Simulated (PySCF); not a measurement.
phosphoric acid (H₃O₄P), singlet, at a GFN2-xTB geometry; DF-CAMB3LYP/pcseg-0 run with PySCF.

The PySCF input:
```python
from pyscf import gto, scf, dft

mol = gto.M(
    atom='''
O     0.49815352    0.07810859    1.46212779
P     0.07752331   -0.00157246   -0.06686975
O     1.18641115   -0.02406474   -1.02336976
O    -0.88182602   -1.26617612   -0.10609644
O    -0.93128809    1.21473972   -0.22177793
H     1.27151994    0.63131386    1.54988943
H    -0.36653792   -2.04970152   -0.28609618
H    -1.03943620    1.42111488   -1.14781631
''',
    basis='pcseg-0',
    verbose=4,
    max_memory=1800,
)

mf = dft.RKS(mol)
mf.xc = 'camb3lyp'
mf = mf.density_fit(auxbasis='def2-universal-jkfit')
mf.kernel()
```

What the program printed (banner, timings and long lists left out):

```
PySCF version 2.14.0

[INPUT] verbose = 4
[INPUT] num. atoms = 8
[INPUT] num. electrons = 50
[INPUT] charge = 0
[INPUT] spin (= nelec alpha-beta = 2S) = 0
[INPUT] symmetry False subgroup None
[INPUT] Mole.unit = angstrom
[INPUT] Symbol           X                Y                Z      unit          X                Y                Z       unit  Magmom
[INPUT]  1 O      0.498153520000   0.078108590000   1.462127790000 AA    0.941373720788   0.147603843076   2.763021082216 Bohr   0.0
[INPUT]  2 P      0.077523310000  -0.001572460000  -0.066869750000 AA    0.146497824170  -0.002971518742  -0.126365513518 Bohr   0.0
[INPUT]  3 O      1.186411150000  -0.024064740000  -1.023369760000 AA    2.241992144630  -0.045475767859  -1.933888570562 Bohr   0.0
[INPUT]  4 O     -0.881826020000  -1.266176120000  -0.106096440000 AA   -1.666409667315  -2.392726092264  -0.200493214391 Bohr   0.0
[INPUT]  5 O     -0.931288090000   1.214739720000  -0.221777930000 AA   -1.759879433169   2.295525383431  -0.419099548173 Bohr   0.0
[INPUT]  6 H      1.271519940000   0.631313860000   1.549889430000 AA    2.402824448523   1.193010294042   2.928866546058 Bohr   0.0
[INPUT]  7 H     -0.366537920000  -2.049701520000  -0.286096180000 AA   -0.692656283068  -3.873374509905  -0.540643425484 Bohr   0.0
[INPUT]  8 H     -1.039436200000   1.421114880000  -1.147816310000 AA   -1.964249741959   2.685517914744  -2.169058467209 Bohr   0.0

nuclear repulsion = 281.65321209054
number of shells = 13
number of NR pGTOs = 96
number of NR cGTOs = 55
basis = pcseg-0
ecp = {}

******** <class 'pyscf.df.df_jk.DFRKS'> ********
method = DFRKS
initial guess = minao
damping factor = 0
level_shift factor = 0
DIIS = <class 'pyscf.scf.diis.CDIIS'>
diis_start_cycle = 1
diis_space = 8
diis_damp = 0
SCF conv_tol = 1e-09
SCF conv_tol_grad = None
SCF max_cycles = 50
direct_scf = False
XC library pyscf.dft.libxc version 7.1.2
    S. Lehtola, C. Steigemann, M. J. T. Oliveira, and M. A. L. Marques,  SoftwareX 7, 1–5 (2018)
XC functionals = camb3lyp
    T. Yanai, D. P. Tew, and N. C. Handy,  Chem. Phys. Lett. 393, 51 (2004)
radial grids:
    Treutler-Ahlrichs [JCP 102, 346 (1995); DOI:10.1063/1.469408] (M4) radial grids

becke partition: Becke, JCP 88, 2547 (1988); DOI:10.1063/1.454033
pruning grids: <function nwchem_prune>
grids dens level: 3
symmetrized grids: False
atomic radii adjust function: <function treutler_atomic_radii_adjust>
small_rho_cutoff = 0
Set gradient conv threshold to 3.16228e-05
Initial guess from minao.
tot grids = 104936
******** <class 'pyscf.df.df.DF'> ********
auxbasis = def2-universal-jkfit
Create RSH-DF object <pyscf.df.df.DF object> for omega=0.33
******** <class 'pyscf.df.df.DF'> ********
auxbasis = auxmol.basis = def2-universal-jkfit
init E= -643.828814077011
  HOMO = -0.451081681344515  LUMO = 9.00437853967873e-06  gap/eV = 12.27480
cycle= 1 E= -642.386358705097  delta_E= 1.44  |g|= 1.15  |ddm|= 3.19
  HOMO = -0.242378914569798  LUMO = 0.052125661065002  gap/eV = 8.01388
cycle= 2 E= -642.317602989597  delta_E= 0.0688  |g|= 1.37  |ddm|= 2.87
  HOMO = -0.395493366028481  LUMO = 0.0510025425828715  gap/eV = 12.14977
cycle= 3 E= -642.642972515454  delta_E= -0.325  |g|= 0.224  |ddm|= 1.62
  HOMO = -0.373984534046212  LUMO = 0.0491710468789597  gap/eV = 11.51465
cycle= 4 E= -642.651518463133  delta_E= -0.00855  |g|= 0.0469  |ddm|= 0.234
  HOMO = -0.374877873602688  LUMO = 0.0527605342699449  gap/eV = 11.63663
cycle= 5 E= -642.651868300692  delta_E= -0.00035  |g|= 0.00359  |ddm|= 0.0317
  HOMO = -0.376011913224503  LUMO = 0.0526413575811091  gap/eV = 11.66425
cycle= 6 E= -642.651871022837  delta_E= -2.72e-06  |g|= 0.000587  |ddm|= 0.00467
  HOMO = -0.375956563319333  LUMO = 0.0526942568046795  gap/eV = 11.66418
cycle= 7 E= -642.651871112731  delta_E= -8.99e-08  |g|= 0.000132  |ddm|= 0.00101
  HOMO = -0.375950076554318  LUMO = 0.0526816968783779  gap/eV = 11.66366
cycle= 8 E= -642.6518711176  delta_E= -4.87e-09  |g|= 1.08e-05  |ddm|= 0.000242
  HOMO = -0.37595058939565  LUMO = 0.0526820258686755  gap/eV = 11.66369
cycle= 9 E= -642.651871117662  delta_E= -6.3e-11  |g|= 1.87e-06  |ddm|= 2.97e-05
  HOMO = -0.375951251418256  LUMO = 0.0526820721698678  gap/eV = 11.66371
Extra cycle  E= -642.651871117665  delta_E= -2.73e-12  |g|= 2.25e-06  |ddm|= 4.89e-06
converged SCF energy = -642.651871117665
```
